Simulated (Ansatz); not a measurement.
Molecule: C4H6GeS, net charge 0, singlet state. SMILES: c1c[c]([GeH3])sc1
Geometry: optimised at B3LYP-D3(BJ)/def2-TZVP (Ansatz, a first-principles code).

Wanted: vertical ionisation energy (to the doublet state of charge +1; each state is the SCF solution reached for its spin; for the singlet the Hartree-Fock reference is unstable and T1 is 0.013), in eV. Correlated levels leave the core frozen unless marked. UHF or UKS for open shells. No spin-orbit coupling. Frozen are the shells of the preceding noble gas and the d and f shells that filled before the atom's block. Non-relativistic. CBS marks a two-point X^-3 extrapolation of the correlation energy; Hartree-Fock from the larger set. The bracket is a focal-point correction in the basis named.

```tsv
level	program	vertical ionisation energy (eV)
SVWN5/def2-TZVPD	Ansatz	(withheld)
PBE/def2-TZVPD	Ansatz	8.65
PBE0/def2-TZVPD	Ansatz	8.71
wB97M-V/def2-TZVPD	Ansatz	8.78
SCS-MP2/def2-SVPD	Ansatz	9.08
SCS-MP2/def2-TZVPPD	Ansatz	9.14
RI-MP2/CBS(def2-TZVPPD,def2-QZVPPD)+[CCSD(T)-MP2]/def2-TZVPPD	Ansatz	8.99
```

Problem. What belongs in the gaps?

Solution. 
- SVWN5/def2-TZVPD, vertical ionisation energy (eV): 8.87
